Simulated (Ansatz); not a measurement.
Cost and result up the ladder for Al5Ga (6 atoms). Total charge 0; singlet. Geometry: PBE-D4/def2-SVP.

```xyz
6

Al    1.729   -1.012    1.110
Al   -0.734    1.130   -2.484
Al   -0.389   -2.218    1.793
Al    1.316    1.151   -0.152
Al   -1.314    1.697   -0.055
Ga   -0.608   -0.748   -0.211
```

Ansatz on 4 threads of Arm Neoverse V2 on a shared host. Times are rough, and most runs start from the orbitals of an earlier one. No level here is sound enough to serve as a yardstick. Binding counts from free atoms at the same level (Al doublet, Ga doublet; other spins of the atoms weren't run), without zero-point energy or a counterpoise term.

LC-ωPBE has ω = 0.4 bohr⁻¹. Correlated methods freeze 34 core orbitals; core or outer-core shells of Ga are correlated, in sets that lack core-valence functions. Another isomer (singlet) lies 0.76 eV lower at PBE0-D4/def2-TZVP; other spin states weren't run for this one.

Correlated methods converge slowly with the basis.

```json
{"level": "PBE-D4/def2-TZVP (with forces)", "functions": "233", "wall time": "4.3 s"}
{"level": "LC-ωPBE/def2-TZVP", "functions": "233", "wall time": "6 s"}
{"level": "PBE0-D4/def2-TZVP", "functions": "233", "wall time": "7 s"}
{"level": "r2SCAN-D4/def2-TZVP", "functions": "233", "wall time": "8.5 s"}
{"level": "ωB97X-V/def2-TZVP", "functions": "233", "wall time": "19 s"}
{"level": "CCSD(T)/def2-TZVPP", "functions": "258", "wall time": "7.5 min"}
```

(1) Estimate what each level gives for the binding energy per atom (eV).

## Answers

(1) 
```json
{"level": "PBE-D4/def2-TZVP (with forces)", "binding energy per atom (eV)": "1.92", "remarks": "restricted SCF unstable in HF"}
{"level": "LC-ωPBE/def2-TZVP", "binding energy per atom (eV)": "1.52", "remarks": "restricted SCF unstable in HF"}
{"level": "PBE0-D4/def2-TZVP", "binding energy per atom (eV)": "1.81", "remarks": "restricted SCF unstable in HF"}
{"level": "r2SCAN-D4/def2-TZVP", "binding energy per atom (eV)": "1.89", "remarks": "restricted SCF unstable in HF"}
{"level": "ωB97X-V/def2-TZVP", "binding energy per atom (eV)": "1.57", "remarks": "restricted SCF unstable in HF"}
{"level": "CCSD(T)/def2-TZVPP", "binding energy per atom (eV)": "1.72", "remarks": "large T1 (0.036), restricted SCF unstable"}
```
